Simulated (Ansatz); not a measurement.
MoBr₄: single points at one geometry.

```yaml
crystal:
  periodic: [false, false, false]
  atoms:
    - {symbol: Mo, position_ang: [0.000026, -0.000011, -0.000026]}
    - {symbol: Br, position_ang: [0.010160, -0.015560, 2.394266]}
    - {symbol: Br, position_ang: [2.254061, 0.010396, -0.807644]}
    - {symbol: Br, position_ang: [-1.136567, 1.957516, -0.780576]}
    - {symbol: Br, position_ang: [-1.127689, -1.952351, -0.806030]}
basis:
  gaussian: {orbitals: def2-TZVP, initial_orbitals: start.molden}
magnetization: {spin_polarized: true, initial_magnetization: 2}
hamiltonian: {xc: pbe, dispersion: d4}
scf: {omitted_lower_state_checks: [starts]}
output: {orbitals: {seedname: orbitals}}
```

The file start.molden holds the orbitals of an earlier run on this structure, at another level or in another basis.

```sh
$ ansatz run in.yaml --threads 4 --pin off --events-out ev --progress --plain --max-ram 4787MiB
```

Shortened log:

```
Functional definition: PBE
  name "PBE"
  cite "Perdew, Burke & Ernzerhof, Phys. Rev. Lett. 77, 3865 (1996) doi:10.1103/PhysRevLett.77.3865"
  parent pbe
  parameter kappa = 0.804
  parameter beta = 0.06672455060314922
  exchange = pbe_x(kappa = kappa, mu = beta*pi^2/3)
  correlation = pbe_c(beta = beta)
these checks for a lower state are left out or cut short: starts
1812 factors; their error is unknown
mean field evaluation 1: about -282005.8231 eV, gradient 1.2e1 eV
mean field evaluation 2: about -282006.0374 eV, gradient 3.1e-1 eV
mean field evaluation 4: about -282005.9386 eV, gradient 7.9e-2 eV
mean field evaluation 8: about -282005.9386 eV, gradient 1.9e-5 eV
mean field -282005.93860308 eV, -10363.5270931727 hartree, gradient 1.9e-5 eV, S^2 2.011652; 0 other end points of the search recorded, 0 dependent functions left out
reference -282005.93864757 eV, -10363.5270948075 hartree; 78, 76 occupied and 154, 156 virtual orbitals, 1812 factors
Total energy: -282006.25163006 eV, -10363.5385967018 hartree
Checks for a lower state left out: starts
```

Hardware: 4 threads of Arm Neoverse V1 on a shared host. Wall time 8.5 s.

The first input with `hamiltonian: {xc: pbe}`, `correlation: {method: rpa}` and without the key `output` (abridged; 16 s):

```
Functional definition: PBE
mean field -282005.93857758 eV, -10363.5270922355 hartree, gradient 2.3e-6 eV, S^2 2.011652
36 core orbitals not correlated: weight in the atoms' cores, before any rotation towards them, 1.000 or more for the frozen orbitals, at most 0.000 for the correlated occupied ones
Total energy: -281895.84797126 eV, -10359.4813370754 hartree
Checks for a lower state left out: starts
```

As the first input, with `gaussian: {orbitals: def2-SVP, initial_orbitals: start.molden}` (abridged; 4.6 s):

```
Functional definition: PBE
mean field -281971.31088064 eV, -10362.2545478446 hartree, gradient 2.2e-5 eV, S^2 2.010799
Total energy: -281971.62392083 eV, -10362.2660518594 hartree
Checks for a lower state left out: starts
```

As the first input, with `correlation: {method: mp2}` and without the key `hamiltonian` (abridged; 22 s):

```
Functional definition: HF
mean field -281839.36908410 eV, -10357.4057762550 hartree, gradient 2.0e-6 eV, S^2 2.051610
36 core orbitals not correlated: weight in the atoms' cores, before any rotation towards them, 1.000 or more for the frozen orbitals, at most 0.000 for the correlated occupied ones
second order -40.85266303 eV of doubles, -0.00000000 eV of singles
Total energy: -281880.22174714 eV, -10358.9070839306 hartree
Checks for a lower state left out: starts
```

The first input with `hamiltonian: {xc: pbe0, dispersion: d4}` (abridged; 17 s):

```
Functional definition: PBE0
mean field -282014.26311211 eV, -10363.8330132370 hartree, gradient 2.6e-5 eV, S^2 2.016676
Total energy: -282014.53983025 eV, -10363.8431824410 hartree
Checks for a lower state left out: starts
```

The first input with `hamiltonian: {xc: {name: BHLYP}, dispersion: d4}` (abridged; 19 s):

```
Functional definition: BHLYP
mean field -282042.62810802 eV, -10364.8754076101 hartree, gradient 2.2e-5 eV, S^2 2.018868
Total energy: -282043.17190869 eV, -10364.8953919160 hartree
Checks for a lower state left out: starts
```

As the first input, with `gaussian: {orbitals: def2-SVP, initial_orbitals: start.molden}`, `hamiltonian: {xc: pbe0, dispersion: d4}` (abridged; 9 s):

```
Functional definition: PBE0
mean field -281979.60812473 eV, -10362.5594659406 hartree, gradient 1.5e-5 eV, S^2 2.015653
Total energy: -281979.88485226 eV, -10362.5696354897 hartree
Checks for a lower state left out: starts
```

Geometry: PBE-D4/def2-SVP.

In the def2 sets Mo takes a core potential; there is no spin–orbit coupling. Correlated methods freeze 36 core orbitals; core or outer-core shells of Mo, Br are correlated, in sets that lack core-valence functions.
